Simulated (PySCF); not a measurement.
stibine (H₃Sb), SMILES [SbH3].

Coordinates come from a B3LYP-D3(BJ)/def2-TZVPD optimisation. The def2 effective core potentials stand for the cores of Sb; spin–orbit coupling is left out.

Calculation: CAM-B3LYP/def2-TZVPD run with PySCF.

**Question.** Estimate the frontier levels, gap, dipole moment and polarisability. (Estimate from the structure and the level; the computed values follow.)

**Answer.** 
The highest occupied level comes out as -8.80 eV, the lowest empty level comes out as 0.58 eV and the orbital gap comes out as 9.38 eV. The dipole moment is 0.080 e·Å and the quadrupole, principal values (traceless, Buckingham form, about the centre of nuclear charge) is -2.15, 1.07, 1.07 D·Å. The mean static polarisability is 47.0 bohr³ (6.96 Å³) and the polarisability, principal values is 46.5, 46.5, 47.9 bohr³.
